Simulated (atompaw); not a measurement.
# An all-electron radial function and its pseudo partner (potassium (K))

Columns: radius, all-electron u(r) and pseudo u(r) of the 4p shell (level -0.80 eV) of potassium in the configuration [Ne] 3s2 3p6 4s1 4p0; PBE, scalar-relativistic, PAW (atompaw) scheme, atompaw 4.2.0.5.

```json
{"r (bohr)": "0.106", "all-electron": "0.0482", "pseudo": "-0.0014"}
{"r (bohr)": "0.212", "all-electron": "0.0714", "pseudo": "-0.0055"}
{"r (bohr)": "0.317", "all-electron": "0.0505", "pseudo": "-0.0118"}
{"r (bohr)": "0.423", "all-electron": "0.0087", "pseudo": "-0.0202"}
{"r (bohr)": "0.529", "all-electron": "-0.0361", "pseudo": "-0.0297"}
{"r (bohr)": "0.635", "all-electron": "-0.0748", "pseudo": "-0.0397"}
{"r (bohr)": "0.740", "all-electron": "-0.1034", "pseudo": "-0.0493"}
{"r (bohr)": "0.846", "all-electron": "-0.1220", "pseudo": "-0.0579"}
{"r (bohr)": "0.952", "all-electron": "-0.1309", "pseudo": "-0.0646"}
{"r (bohr)": "1.058", "all-electron": "-0.1313", "pseudo": "-0.0688"}
{"r (bohr)": "1.163", "all-electron": "-0.1251", "pseudo": "-0.0701"}
{"r (bohr)": "1.269", "all-electron": "-0.1135", "pseudo": "-0.0680"}
{"r (bohr)": "1.375", "all-electron": "-0.0981", "pseudo": "-0.0625"}
{"r (bohr)": "1.481", "all-electron": "-0.0798", "pseudo": "-0.0536"}
{"r (bohr)": "1.587", "all-electron": "-0.0597", "pseudo": "-0.0415"}
{"r (bohr)": "1.692", "all-electron": "-0.0385", "pseudo": "-0.0268"}
{"r (bohr)": "1.798", "all-electron": "-0.0165", "pseudo": "-0.0096"}
{"r (bohr)": "1.904", "all-electron": "0.0057", "pseudo": "0.0094"}
{"r (bohr)": "2.010", "all-electron": "0.0279", "pseudo": "0.0295"}
{"r (bohr)": "2.115", "all-electron": "0.0495", "pseudo": "0.0501"}
{"r (bohr)": "2.221", "all-electron": "0.0710", "pseudo": "0.0711"}
{"r (bohr)": "2.327", "all-electron": "0.0918", "pseudo": "0.0918"}
{"r (bohr)": "2.433", "all-electron": "0.1121", "pseudo": "0.1120"}
{"r (bohr)": "2.538", "all-electron": "0.1314", "pseudo": "0.1314"}
{"r (bohr)": "2.644", "all-electron": "0.1502", "pseudo": "0.1502"}
{"r (bohr)": "2.750", "all-electron": "0.1682", "pseudo": "0.1682"}
```

(1) How many radial nodes do the two functions have?

(2) Is the pseudo-wave norm-conserving?

Results:

(1) The all-electron 4p function has n − l − 1 = 2; the pseudo-wave has 1, since 1 lower shell of the same l stays in the valence.

(2) No, it belongs to a PAW set: the norm inside the radius is not constrained, and the difference is carried by the augmentation charge.
